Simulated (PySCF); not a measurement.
Method: B3LYP-D3(BJ)/def2-TZVP // r2SCAN-D4/def2-SVP in PySCF. Isolated molecules, 0 K electronic values unless said otherwise. B3LYP has the VWN-RPA correlation part, as in Gaussian. 

Reference species: [Cd(Cl)2] (neutral, multiplicity 1).

| Item | Result |
|---|---|
| charge on the central atom (Mulliken) | 0.80 e |
| mean distance from the central atom to its bonded neighbours | 2.276 Å |

Changed species: [Cd(Cl)(CH3)] (Y = CH3; the reference has Y = Cl).

Problem. Give the shifts of the charge on the central atom (Mulliken) and mean distance from the central atom to its bonded neighbours.

Solution. the charge on the central atom (Mulliken) falls by 0.12 e, to 0.68 e; the mean distance from the central atom to its bonded neighbours drops by 0.079 Å, to 2.197 Å.
